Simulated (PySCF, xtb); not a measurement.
BClH5NO2Si, SMILES N(B(O)O)[SiH2]Cl.

Geometry optimised at ωB97X-D3(BJ)/def2-SVP. The structure was generated by enumeration, and PubChem lists no compound with its InChIKey, so it may never have been made. One conformer was computed; it need not be the lowest.

The numbers are results of IEF-PCM-ωB97X/def2-SVP (PySCF), not measurements.

The values are the electrostatic part of the solvation free energy, E(continuum) − E(gas) at the gas-phase geometry, in a cavity of scaled van der Waals radii (PySCF's table); cavitation and dispersion terms are not included. In vacuum the orbital gap is 12.93 eV. The dipole moment in vacuum is 4.20 D.

Computed values in water (ε = 78.36), diethylether (ε = 4.24), methanol (ε = 32.61):
```
solvent           ε  ΔG(elec) (kcal/mol)  dipole (D)  gap (eV)
------------  -----  -------------------  ----------  --------
water         78.36                 -9.2        4.99     13.14
diethylether   4.24                 -6.2        4.75     13.13
methanol      32.61                 -9.0        4.97     13.15
```

For comparison, GFN2-xTB/ALPB(water) (xtb, at the GFN2-xTB geometry, all terms of that model) gives -9.2 kcal/mol.
